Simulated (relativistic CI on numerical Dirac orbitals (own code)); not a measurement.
# Sensitivity of the levels of Tl⁴⁵⁺ to α and to the nuclear radius

Calculated at this level of theory: Dirac-Coulomb-Breit CI, KLI orbitals optimised for each configuration, derivatives by finite differences, unscaled Slater integrals, QED left out (own radial code, finite nucleus).

Configurations in the expansion (outside the closed core [Ar] 3d10): 4s2.4p6, 4s2.4p5.4d, 4s.4p6.4d, 4s2.4p5.4f, 4s.4p6.4f, 4p6.4d2, 4p5.4d3, 4p5.4d2.4f. Double excitations out of closed p, d and f shells are left out; levels of such configurations are missing from the list, as are those of other unlisted configurations, and high levels can miss mixing partners.

With x = (α/α₀)² − 1 an excitation energy changes as ω = ω₀ + qx; K = 2q/ω₀ is the relative enhancement. Terms are leading LS components, so labels can repeat. The field-shift factor is F = δν/δ⟨r²⟩ for the transition from the lowest level.

Lowest level 4s2.4p6 1S_0.

| Level | ω₀ (cm⁻¹) | q (cm⁻¹) | F (GHz/fm²) |
| --- | --- | --- | --- |
| 4s2.4p5.4d 3P°_0 | 1401350 | 72120 | 18.2 |
| 4s2.4p5.4d 3P°_1 | 1448405 | 85850 | 18.9 |
| 4s2.4p5.4d 3F°_3 | 1471939 | 74020 | 16.5 |
| 4s2.4p5.4d 3D°_2 | 1485734 | 75040 | 18.1 |
| 4s2.4p5.4d 3F°_4 | 1690886 | 332900 | 25.4 |
| 4s2.4p5.4d 1D°_2 | 1714860 | 334400 | 28 |
| 4s2.4p5.4d 3D°_3 | 1765570 | 332700 | 29 |
| 4s2.4p5.4d 1P°_1 | 1922477 | 370100 | 16.9 |
| 4s2.4p5.4d 3F°_2 | 2663281 | 1.607e+06 | -333 |
| 4s2.4p5.4d 1P°_1 | 2860298 | 1.573e+06 | -316 |
| 4s2.4p5.4d 3P°_2 | 2923916 | 1.868e+06 | -319 |
| 4s2.4p5.4d 3F°_3 | 2947313 | 1.87e+06 | -322 |
| 4s2.4p5.4f 3D_1 | 3398626 | 513300 | -477 |

At this charge energies of transitions that change n are usually good to better than 1 %, and those within a shell (Δn = 0) to a few per cent.

Q: Which transition from the lowest level has the largest |K|?

A: 4s2.4p5.4d 3P°_2 at 2923916 cm⁻¹, K = 1.28.
